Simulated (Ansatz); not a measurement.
Ansatz (a first-principles code) input (revPBE/def2-TZVPD):

Ansatz 0.2 input:
```yaml
crystal:
  periodic: [false, false, false]
  atoms:
    - {symbol: C, position_ang: [-1.31183297, 0.06977156, -0.26422823]}
    - {symbol: C, position_ang: [-0.78293718, -1.22049009, -0.19980282]}
    - {symbol: C, position_ang: [0.57853985, -1.37473341, -0.00199234]}
    - {symbol: C, position_ang: [1.30399856, -0.05381982, -0.10481011]}
    - {symbol: S, position_ang: [0.00466937, 1.20671953, 0.27337774]}
    - {symbol: H, position_ang: [-2.30647965, 0.31653229, 0.09102080]}
    - {symbol: H, position_ang: [-1.44092867, -2.08246919, -0.30415000]}
    - {symbol: H, position_ang: [1.10950171, -2.29862096, -0.21041114]}
    - {symbol: H, position_ang: [2.13623777, 0.07858728, 0.59535225]}
    - {symbol: H, position_ang: [1.70034924, 0.15408847, -1.12085492]}
basis:
  gaussian:
    orbitals: def2-TZVPD
hamiltonian:
  xc: {name: revPBE}
total_charge: -1
output: {forces: true}
```

Output:

```
Functional definition: revPBE
integrals: 0.17 GiB planned
1244 factors; their error is unknown
mean field: 1.32 GiB planned
mean field evaluation 1: about -15052.1314 eV, gradient 6.3e1 eV
mean field evaluation 2: about -14922.4305 eV, gradient 1.8e2 eV
mean field evaluation 4: about -15061.5781 eV, gradient 1.9e1 eV
mean field evaluation 8: about -15062.4939 eV, gradient 3.6e-1 eV
mean field evaluation 16: about -15062.4505 eV, gradient 4.1e-3 eV
mean field evaluation 32: about -15061.0649 eV, gradient 6.9e0 eV
mean field -15062.45049568 eV, -553.5348460207 hartree, gradient 1.1e-5 eV, S^2 0.000000; 2 other end points of the search recorded, 0 dependent functions left out
the calculation of the forces begins
reference -15062.45057105 eV, -553.5348487903 hartree; 23, 23 occupied and 216, 216 virtual orbitals, 1244 factors
Total energy: -15062.45057105 eV, -553.5348487903 hartree
Atom 0 at    -1.311833     0.069772    -0.264228 Å, force     0.020432     0.366732    -0.153860 eV/Å
Atom 1 at    -0.782937    -1.220490    -0.199803 Å, force    -0.189552    -0.204772    -0.037595 eV/Å
Atom 2 at     0.578540    -1.374733    -0.001992 Å, force     0.299375     0.034807     0.203371 eV/Å
Atom 3 at     1.303999    -0.053820    -0.104810 Å, force    -0.080536    -0.034871     0.072103 eV/Å
Atom 4 at     0.004669     1.206720     0.273378 Å, force    -0.065345     0.143487     0.097810 eV/Å
Atom 5 at    -2.306480     0.316532     0.091021 Å, force    -0.284497     0.097726     0.091456 eV/Å
Atom 6 at    -1.440929    -2.082469    -0.304150 Å, force    -0.211028    -0.257529    -0.039651 eV/Å
Atom 7 at     1.109502    -2.298621    -0.210411 Å, force     0.171520    -0.275299    -0.059141 eV/Å
Atom 8 at     2.136238     0.078587     0.595352 Å, force     0.209538     0.052731     0.175051 eV/Å
Atom 9 at     1.700349     0.154088    -1.120855 Å, force     0.130092     0.076987    -0.349543 eV/Å
Dipole moment:     0.227714    -0.020655     0.021178 e Å
```

It need not be the lowest isomer of its formula. Whether it binds its extra electron was not tested at this geometry.
